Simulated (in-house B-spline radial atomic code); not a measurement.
A fraction x of an electron is moved 3p → 3d in Ga V (Ga4+), starting from [Ar] 3d9 and keeping the highest spin. Method: non-relativistic AM05, spin-polarised, spherical fractional occupations, point nucleus. Calculated with an all-electron radial atomic-structure program (B-spline basis).

```
    x  E(x) - E(0) (eV)  3p down level (eV)  3d down level (eV)
    0            0.0000            -154.220             -75.521
0.125            9.8380            -154.317             -75.607
 0.25           19.6773            -154.414             -75.694
0.375           29.5180            -154.510             -75.780
  0.5           39.3599            -154.607             -75.866
0.625                 ?                   ?                   ?
 0.75           59.0478            -154.798             -76.036
0.875                 ?                   ?                   ?
    1           78.7409            -154.989             -76.206
```

Task: What belongs in the row x = 0.625?

Result: An energy change of 49.2032 eV; 3p down at -154.703 eV, 3d down at -75.951 eV.

Task: What belongs in the row x = 0.875?

Result: An energy change of 68.8937 eV; 3p down at -154.894 eV, 3d down at -76.121 eV.

Task: Check Janak's theorem between x = 0.125 and 0.25.

Result: The slope of the energy is 78.71 eV; the orbital levels give 78.72 eV (ε of the receiving orbital less ε of the emptying one, averaged over the two points).
